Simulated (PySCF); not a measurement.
Computed with PBE-D3(BJ)/def2-TZVP // B3LYP-D3(BJ)/def2-TZVP (PySCF). Gas-phase values, no solvent. 

Reference species (SMILES): `[SiH3]B([SiH3])[SiH3]` (neutral, multiplicity 1).

| Item | Value |
|---|---|
| dipole moment | 0.06 D |

Changed species: `CB(C)C` (whole molecule; the reference has whole molecule).

Question: Predict the effect on the dipole moment.

Answer: the dipole moment is nearly the same.
